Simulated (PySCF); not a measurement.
SMILES F[SiH2]C#C[Si](Cl)(Cl)Cl, B3LYP/def2-SVP optimised geometry.

```
10

Si    -2.35    -3.20    -4.01
F     -1.80    -4.73    -4.06
C     -1.71    -2.39    -2.49
C     -1.29    -1.82    -1.49
Si    -0.68    -0.97     0.00
Cl    -1.37     0.97     0.00
Cl    -1.37    -1.94     1.68
Cl     1.37    -0.97     0.00
H     -1.83    -2.48    -5.20
H     -3.83    -3.23    -3.96
```

Density from B3LYP/def2-TZVP in PySCF at that geometry.

Minimum of the electron density along straight lines between bonded atoms, close to the bond critical point (lines longer than 1.1 times the sum of covalent radii, or with two minima, are not listed):

| bond | length / Å | ρ at the minimum / e bohr⁻³ | ∇²ρ there / e bohr⁻⁵ | position (fraction from the first atom) |
|---|---|---|---|---|
| Si1–F2 | 1.624 | 0.131 | 0.88 | 0.42 |
| Si1–C3 | 1.840 | 0.119 | 0.29 | 0.39 |
| C3–C4 | 1.225 | 0.416 | -1.28 | 0.50 |
| C4–Si5 | 1.819 | 0.127 | 0.29 | 0.61 |
| Si5–Cl6 | 2.055 | 0.103 | 0.19 | 0.36 |
| Si5–Cl7 | 2.054 | 0.104 | 0.19 | 0.36 |
| Si5–Cl8 | 2.054 | 0.104 | 0.19 | 0.36 |
| Si1–H9 | 1.482 | 0.127 | 0.13 | 0.49 |
| Si1–H10 | 1.482 | 0.127 | 0.13 | 0.49 |
